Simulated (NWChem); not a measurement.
System: CH7GeNO; SMILES [NH2][Ge@H]([CH3])[OH]

Here is an NWChem input.

```
start job
memory heap 200 mb stack 900 mb global 1100 mb
geometry units angstroms noautosym nocenter noautoz
  C     -0.093263     1.844428    -0.277276
  Ge     0.029786    -0.039576     0.256826
  N     -1.507578    -0.890235    -0.335503
  O      1.579477    -0.776288    -0.336772
  H     -0.117233     1.945273    -1.367160
  H     -1.010253     2.277502     0.132536
  H      0.767284     2.398745     0.106735
  H      0.123689    -0.278876     1.778438
  H     -1.517397    -1.885115    -0.124175
  H     -1.694320    -0.772856    -1.328445
  H      1.693976    -0.623741    -1.287717
end
basis spherical
  C library pcsseg-1
  Ge library pcsseg-1
  N library pcsseg-1
  O library pcsseg-1
  H library pcsseg-1
end
dft
  xc slater vwn_5
  iterations 150
end
property
  shielding
end
task dft property
```

Parts of the log:

```
             Northwest Computational Chemistry Package (NWChem) 7.3.0
             --------------------------------------------------------

                             Geometry "geometry" -> ""
                             -------------------------

 Output coordinates in angstroms (scale by  1.889725989 to convert to a.u.)

  No.       Tag          Charge          X              Y              Z
 ---- ---------------- ---------- -------------- -------------- --------------
    1 C                    6.0000    -0.09326300     1.84442800    -0.27727600
    2 Ge                  32.0000     0.02978600    -0.03957600     0.25682600
    3 N                    7.0000    -1.50757800    -0.89023500    -0.33550300
    4 O                    8.0000     1.57947700    -0.77628800    -0.33677200
    5 H                    1.0000    -0.11723300     1.94527300    -1.36716000
    6 H                    1.0000    -1.01025300     2.27750200     0.13253600
    7 H                    1.0000     0.76728400     2.39874500     0.10673500
    8 H                    1.0000     0.12368900    -0.27887600     1.77843800
    9 H                    1.0000    -1.51739700    -1.88511500    -0.12417500
   10 H                    1.0000    -1.69432000    -0.77285600    -1.32844500
   11 H                    1.0000     1.69397600    -0.62374100    -1.28771700

 Effective nuclear repulsion energy (a.u.)     308.4905295740

                              NWChem Property Module
                              ----------------------

  itol2e modified to match energy
  convergence criterion.

                                 NWChem DFT Module
                                 -----------------

 Summary of "ao basis" -> "ao basis" (spherical)
 ------------------------------------------------------------------------------
       Tag                 Description            Shells   Functions and Types
 ---------------- ------------------------------  ------  ---------------------
 C                          pcsseg-1                 7       17   3s3p1d
 Ge                         pcsseg-1                15       41   5s7p3d
 N                          pcsseg-1                 7       17   3s3p1d
 O                          pcsseg-1                 7       17   3s3p1d
 H                          pcsseg-1                 3        5   2s1p

  itol2e modified to match energy
  convergence criterion.

            General Information
            -------------------
          SCF calculation type: DFT
          Wavefunction type:  closed shell.
          No. of atoms     :    11
          No. of electrons :    60
           Alpha electrons :    30
            Beta electrons :    30
          Charge           :     0
          Spin multiplicity:     1
          Use of symmetry is: off; symmetry adaption is: off
          Maximum number of iterations: 150
          AO basis - number of functions:   127
                     number of shells:    57
          Convergence on energy requested:  1.00D-07
          Convergence on density requested:  1.00D-05
          Convergence on gradient requested:  5.00D-04

              XC Information
              --------------
                        Slater Exchange Functional  1.000 local
                      VWN V Correlation Functional  1.000 local

             Grid Information
             ----------------
          Grid used for XC integration:  fine
          Radial quadrature: Mura-Knowles
          Angular quadrature: Lebedev.
          Tag              B.-S. Rad. Rad. Pts. Rad. Cut. Ang. Pts.
          ---              ---------- --------- --------- ---------
          C                   0.70       70          11.0       590
          Ge                  1.25      140           9.0       974
          N                   0.65       70          11.0       590
          O                   0.60       70          11.0       590
          H                   0.35       60          13.0       590
          Grid pruning is: on
          Number of quadrature shells:   770
          Spatial weights used:  Erf1

      Superposition of Atomic Density Guess
      -------------------------------------

 Sum of atomic energies:       -2245.23636659

      Non-variational initial energy
      ------------------------------

 Total energy =   -2246.931289
 1-e energy   =   -3740.197242
 2-e energy   =    1184.775422
 HOMO         =      -0.367503
 LUMO         =       0.027406

   convergence    iter        energy       DeltaE   RMS-Dens  Diis-err
 ---------------- ----- ----------------- --------- --------- ---------
 d= 0,ls=0.0,diis     1  -2244.4622569576 -2.55D+03  1.40D-02  3.89D+00
 d= 0,ls=0.0,diis     2  -2244.2503628537  2.12D-01  1.34D-02  3.33D+00
 d= 0,ls=0.0,diis     3  -2244.4103499016 -1.60D-01  4.81D-03  2.08D+00
 d= 0,ls=0.0,diis     4  -2244.5818289347 -1.71D-01  1.63D-03  6.97D-02
 d= 0,ls=0.0,diis     5  -2244.5851872374 -3.36D-03  9.43D-04  3.28D-02
  Resetting Diis
 d= 0,ls=0.0,diis     6  -2244.5886102702 -3.42D-03  2.15D-04  2.42D-03
 d= 0,ls=0.0,diis     7  -2244.5887896931 -1.79D-04  2.01D-04  1.97D-04
 d= 0,ls=0.0,diis     8  -2244.5887186599  7.10D-05  1.32D-04  7.77D-04
 d= 0,ls=0.0,diis     9  -2244.5888149476 -9.63D-05  1.51D-05  1.11D-05
 d= 0,ls=0.0,diis    10  -2244.5888158602 -9.13D-07  4.34D-06  6.02D-07
 d= 0,ls=0.0,diis    11  -2244.5888159182 -5.79D-08  1.20D-06  7.59D-08

         Total DFT energy =    -2244.588815918162
      One electron energy =    -3743.613925485824
           Coulomb energy =     1288.568030807939
    Exchange-Corr. energy =      -98.033450814275
 Nuclear repulsion energy =      308.490529573997

 Numeric. integr. density =       59.999997929009

                       DFT Final Molecular Orbital Analysis
                       ------------------------------------

 Vector   28  Occ=2.000000D+00  E=-2.822629D-01
              MO Center=  4.5D-01, -4.7D-03,  1.8D-01, r^2= 3.6D+00
   Bfn.  Coefficient  Atom+Function         Bfn.  Coefficient  Atom+Function
  ----- ------------  ---------------      ----- ------------  ---------------
   108      0.253536   8 H  s                85     -0.219066   4 O  px
    82     -0.202435   4 O  px                8      0.191154   1 C  py
    11      0.187340   1 C  py               39     -0.173503   2 Ge py
   109      0.160372   8 H  s                84     -0.151157   4 O  pz
    78     -0.145461   4 O  s                40      0.133574   2 Ge pz

[...]

          -----------------------------------------
          Chemical Shielding Tensors (GIAO, in ppm)
          -----------------------------------------

                                NWChem CPHF Module
                                ------------------

  scftype          =     RHF
  nclosed          =       30
  nopen            =        0
  variables        =     2910
  # of vectors     =        3
  tolerance        = 0.10D-03
  level shift      = 0.00D+00
  max iterations   =       50
  max subspace     =       30

 SCF residual:    6.4812300502323195E-005

Iterative solution of linear equations
  No. of variables     2910
  No. of equations        3
  Maximum subspace       30
        Iterations       50
       Convergence  1.0D-04

   iter   nsub   residual    time
   ----  ------  --------  ---------
     1      3    2.22D-05     106.8

      Atom:    1  C
        Diamagnetic
    249.0840     -0.5647      0.1132
     -0.5647    262.4006     -2.8093
      0.1132     -2.8093    249.5324

        Paramagnetic
    -72.5229     -2.2123     -1.9932
     -2.2123    -69.4849     -2.0709
     -1.9932     -2.0709    -80.9287

        Total Shielding Tensor
    176.5611     -2.7770     -1.8801
     -2.7770    192.9156     -4.8801
     -1.8801     -4.8801    168.6037

           isotropic =     179.3601
          anisotropy =      22.2317

          Principal Components and Axis System
                 1           2           3
              194.1813    176.8441    167.0551

      1        -0.1349      0.9595      0.2472
      2         0.9751      0.0842      0.2053
      3        -0.1761     -0.2688      0.9470

      Atom:    2  Ge
        Diamagnetic
   2759.2929     -0.0879      0.4720
     -0.0879   2759.9479     -0.3149
      0.4720     -0.3149   2755.0471

        Paramagnetic
  -1543.3767    -24.7896    -46.6532
    -24.7896  -1578.4461     71.4229
    -46.6532     71.4229  -1699.2946

        Total Shielding Tensor
   1215.9161    -24.8775    -46.1813
    -24.8775   1181.5018     71.1080
    -46.1813     71.1080   1055.7525

           isotropic =    1151.0568
          anisotropy =     161.4389

          Principal Components and Axis System
                 1           2           3
             1258.6828   1176.1659   1018.3218

      1         0.7313      0.6615      0.1665
      2        -0.5745      0.7289     -0.3725
      3        -0.3677      0.1767      0.9130

      Atom:    3  N
        Diamagnetic
    316.5920     11.0500      9.7906
     11.0500    320.8559     -1.3874
      9.7906     -1.3874    316.5335

        Paramagnetic
    -85.6058      9.0147     -1.1630
      9.0147    -95.1553     20.6887
     -1.1630     20.6887   -111.4820

        Total Shielding Tensor
    230.9863     20.0646      8.6276
     20.0646    225.7006     19.3013
      8.6276     19.3013    205.0515

           isotropic =     220.5794
          anisotropy =      53.2153

          Principal Components and Axis System
                 1           2           3
              256.0563    212.5071    193.1749

      1         0.6552     -0.7479      0.1064
      2         0.6631      0.5021     -0.5551
      3         0.3618      0.4343      0.8249

      Atom:    4  O
        Diamagnetic
    396.6141     -8.9485    -11.5082
     -8.9485    380.3659      1.3346
    -11.5082      1.3346    398.6724

        Paramagnetic
   -120.3840      5.4551     31.6267
      5.4551   -128.4565     17.7443
     31.6267     17.7443   -169.1331

        Total Shielding Tensor
    276.2301     -3.4934     20.1184
     -3.4934    251.9095     19.0789
     20.1184     19.0789    229.5393

           isotropic =     252.5596
          anisotropy =      47.3609

          Principal Components and Axis System
                 1           2           3
              284.1335    260.8268    212.7186

      1         0.9156     -0.2753     -0.2931
      2         0.1267      0.8893     -0.4395
      3         0.3817      0.3652      0.8491

      Atom:    5  H
        Diamagnetic
     22.0269     -0.4026      0.5517
     -0.4026     28.4148     -5.7477
      0.5517     -5.7477     38.4072

        Paramagnetic
      4.3592      0.4046     -0.2161
      0.4046      1.7813      2.1026
     -0.2161      2.1026     -2.9547

        Total Shielding Tensor
     26.3861      0.0020      0.3357
      0.0020     30.1961     -3.6451
      0.3357     -3.6451     35.4525

           isotropic =      30.6782
          anisotropy =       9.9720

          Principal Components and Axis System
                 1           2           3
               37.3262     28.3426     26.3658

      1         0.0272      0.0784      0.9965
      2        -0.4550      0.8886     -0.0575
      3         0.8901      0.4519     -0.0599

      Atom:    6  H
        Diamagnetic
     32.7747     -7.6352     -4.2760
     -7.6352     32.2331      2.1443
     -4.2760      2.1443     23.4975

        Paramagnetic
     -0.3557      2.5839      1.5795
      2.5839      0.2651     -0.4480
      1.5795     -0.4480      2.8654

        Total Shielding Tensor
     32.4189     -5.0512     -2.6965
     -5.0512     32.4982      1.6963
     -2.6965      1.6963     26.3629

           isotropic =      30.4267
          anisotropy =      11.8381

          Principal Components and Axis System
                 1           2           3
               38.3187     27.6372     25.3241

      1        -0.6933      0.6059      0.3901
      2         0.6751      0.7355      0.0574
      3         0.2521     -0.3032      0.9190

      Atom:    7  H
        Diamagnetic
     31.0078      7.6650      3.6720
      7.6650     34.1723      2.3940
      3.6720      2.3940     23.3402

        Paramagnetic
      0.2265     -2.6032     -1.4600
     -2.6032     -0.6280     -0.7098
     -1.4600     -0.7098      3.4004

        Total Shielding Tensor
     31.2343      5.0618      2.2120
      5.0618     33.5443      1.6842
      2.2120      1.6842     26.7406

           isotropic =      30.5064
          anisotropy =      11.5658

          Principal Components and Axis System
                 1           2           3
               38.2169     27.5073     25.7950

      1         0.6179      0.6380     -0.4595
      2         0.7521     -0.6501      0.1086
      3         0.2295      0.4126      0.8815

      Atom:    8  H
        Diamagnetic
     19.5458     -0.1885      1.5692
     -0.1885     19.8409     -3.6644
      1.5692     -3.6644     42.5440

        Paramagnetic
      0.6362     -0.1160     -0.5888
     -0.1160     -0.6275      1.3321
     -0.5888      1.3321     -6.5505

        Total Shielding Tensor
     20.1821     -0.3045      0.9804
     -0.3045     19.2135     -2.3323
      0.9804     -2.3323     35.9935

           isotropic =      25.1297
          anisotropy =      16.8679

          Principal Components and Axis System
                 1           2           3
               36.3749     20.1416     18.8724

      1         0.0624      0.9890      0.1340
      2        -0.1355     -0.1247      0.9829
      3         0.9888     -0.0795      0.1262

      Atom:    9  H
        Diamagnetic
     25.5476      5.7071      1.4088
      5.7071     43.0976     -3.2053
      1.4088     -3.2053     22.8823

        Paramagnetic
      0.7988     -0.7704     -1.0453
     -0.7704     -3.3336      0.9227
     -1.0453      0.9227      1.2896

        Total Shielding Tensor
     26.3464      4.9367      0.3634
      4.9367     39.7639     -2.2825
      0.3634     -2.2825     24.1719

           isotropic =      30.0941
          anisotropy =      17.3001

          Principal Components and Axis System
                 1           2           3
               41.6275     25.4501     23.2047

      1         0.3028      0.8044     -0.5111
      2         0.9458     -0.1876      0.2651
      3        -0.1174      0.5637      0.8176

      Atom:   10  H
        Diamagnetic
     26.9741      2.7672      8.0877
      2.7672     24.0431     -0.5655
      8.0877     -0.5655     40.6056

        Paramagnetic
      1.1517     -1.2625     -1.8368
     -1.2625      1.5615      0.6610
     -1.8368      0.6610     -3.4285

        Total Shielding Tensor
     28.1257      1.5048      6.2509
      1.5048     25.6046      0.0955
      6.2509      0.0955     37.1771

           isotropic =      30.3025
          anisotropy =      15.1596

          Principal Components and Axis System
                 1           2           3
               40.4089     26.5822     23.9164

      1         0.4580      0.5303      0.7134
      2         0.0523      0.7851     -0.6171
      3         0.8874     -0.3200     -0.3319

      Atom:   11  H
        Diamagnetic
     27.4424     -2.4525     -8.1818
     -2.4525     21.5262     -0.7874
     -8.1818     -0.7874     43.1130

        Paramagnetic
      0.9347      0.7233      1.6107
      0.7233      2.5130      1.0853
      1.6107      1.0853     -4.9126

        Total Shielding Tensor
     28.3771     -1.7293     -6.5711
     -1.7293     24.0392      0.2978
     -6.5711      0.2978     38.2005

           isotropic =      30.2056
          anisotropy =      17.0241

          Principal Components and Axis System
                 1           2           3
               41.5550     26.0458     23.0159

      1        -0.4517      0.7218      0.5244
      2         0.0597     -0.5620      0.8250
      3         0.8902      0.4040      0.2108
```

Level: LDA (Slater exchange, VWN5)/pcSseg-1, GIAO. All runs use the structure optimised with B3LYP/6-31G* (spherical d). The printed shielding anisotropy is the first printed principal value minus the mean of the other two.
